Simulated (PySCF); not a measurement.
Calculated NMR parameters of C=C/C(=C/C#N)[SiH2]F

```yaml
Formula: C5H6FNSi
SMILES: C=C/C(=C/C#N)[SiH2]F
InChI: InChI=1S/C5H6FNSi/c1-2-5(8-6)3-4-7/h2-3H,1,8H2/b5-3-
Point_group_of_the_computed_structure: C1
Degrees_of_unsaturation: 4
Carbon_signals: 5
Proton_signals: 5
```

Numbering as in the mapped SMILES `[CH2:1]=[CH:2]/[C:3](=[CH:4]/[C:5]#[N:6])[SiH2:7][F:8]`. Each H is labelled by its parent atom. Ha(C1) is cis to C3; Hb(C1) is trans to C3.

Computed data (PySCF 2.14.0 with density-fitted response routines): shielding tensors at PBE0/pcSseg-1 (GIAO), GFN2-xTB geometry. Rapidly exchanging positions averaged, isolated molecule, relativity neglected, a single conformation.

Scale: ¹H (σ = 31.72 ppm) and ¹³C (σ = 186.93 ppm) and ²⁹Si (σ = 349.16 ppm) vs TMS; ¹⁹F (σ = 170.95 ppm) against CFCl3; NH3 for ¹⁵N (σ = 267.73 ppm) (reference shieldings calculated alike).

| carbon | δC, type | δH (multiplicity) | HMBC from (2–3 bonds) | span of the C tensor (ppm) |
| --- | --- | --- | --- | --- |
| C1 | 136.6, CH2 | Ha(C1) 6.29 (m); Hb(C1) 6.10 (m) | H(C2) | 222 |
| C2 | 146.6, CH | 6.74 (m) | Ha(C1), Hb(C1), H(C4), H(Si7) | 212 |
| C3 | 166.7, C | – | H(C2), Ha(C1), Hb(C1), H(C4), H(Si7) | 262 |
| C4 | 118.2, CH | 5.84 (m) | H(C2), H(Si7) | 184 |
| C5 | 122.3, C | – | H(C4) | 342 |

Other nuclei:
| atoms | nucleus | environment | δ (ppm) | σ (ppm) |
| --- | --- | --- | --- | --- |
| H(Si7) | ¹H | hydrogen on a silicon bonded to C, F | 5.71 | 26.00 |
| F8 | ¹⁹F | fluorine bonded to Si | -223.6 | 394.5 |
| Si7 | ²⁹Si | silicon bonded to C, F, 2 H | -6.5 | 355.7 |
| N6 | ¹⁵N | nitrile nitrogen | 336.1 | -68.3 |

Carbon types of the structure: 2 × C, 2 × CH, 1 × CH2, leaving 2 H on heteroatoms. δC 166.7: fully substituted alkene carbon. δC 146.6, 118.2: alkene CH; an sp2 carbon of a C=C bond. δC 136.6: terminal =CH2 carbon; as expected for a trigonal carbon in a double bond. δC 122.3: nitrile carbon; typical of a nitrile. δH 6.29, 6.10: hydrogen on a terminal =CH2 carbon; olefinic region.

Splittings by ¹⁹F in the carbon and heteronuclear signals aren't shown, as no couplings were computed. Shifts are as computed. Against solution values, carbons near 30 ppm lie about +3 ppm off and those near 130 ppm about +5 ppm. Of 1211 compounds with measured shifts, 218 miss one by over three times the rms of a fit or turn the order of signals round; such compounds aren't used in these exercises. Unscaled 19F shifts against computed CFCl3 carry errors that often reach 10 to 50 ppm. Experimental scales use liquid or dissolved standards, which lie at an offset from isolated NH3 (liquid NH3: subtract about 20 ppm). Unscaled 15N shifts of sp2 nitrogen come out 20 to 40 ppm too high even then. No couplings were computed; multiplicities are counted from neighbouring protons, with m where these are inequivalent, close in shift, in a saturated or five-membered ring or joined by F or P, and br s for small geminal =CH2 splittings.
